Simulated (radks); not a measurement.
The numbers below are computed, except where a source is named.
Ionisation of the palladium ion Pd+, [Kr] 4d9, to Pd2+, [Kr] 4d8, under several functionals. Scalar-relativistic Kohn-Sham, spin-unpolarised, spherical densities, finite nucleus; a radial shooting solver on a logarithmic mesh with Libxc functionals.

functional                                        E(Pd+) (hartree)  Exc (hartree)  IE (eV)  -e(HOMO) (eV)  <r> HOMO (bohr)  IE error (eV)
BP86                                                   -5046.44969     -144.56646   20.926         14.733            1.461         +1.496
TASK exchange with Perdew-Wang LDA correlation         -5045.01884     -142.89557   20.751         14.449            1.428         +1.321
SCAN                                                   -5046.52317     -144.47306   20.938         14.711            1.453         +1.508
LDA (Slater exchange, Perdew-Zunger correlation)       -5040.68940     -138.74086   21.081         14.887            1.463         +1.651
exchange-only LDA                                      -5036.38740     -134.36846   19.621         13.507            1.475         +0.191
PW91                                                   -5046.26176     -144.38150   20.895         14.688            1.461         +1.465
B86b exchange with PBE correlation                     -5046.09271     -144.20994   20.842         14.637            1.461         +1.412
r2SCAN                                                 -5046.16238     -144.09608   20.934         14.698            1.451         +1.504

NIST Atomic Spectra Database: 19.4 eV (semi-empirical). Closest: exchange-only LDA. The Delta-SCF values span 1.46 eV, the total energies 10.14 hartree. The highest occupied level is 4d. Spin polarisation and multiplet splitting are left out, so open shells lie too high by an amount that depends on their filling.

Beside tabulated values, note that spin-unpolarised runs miss the spin-polarisation part of the exchange energy of open shells.
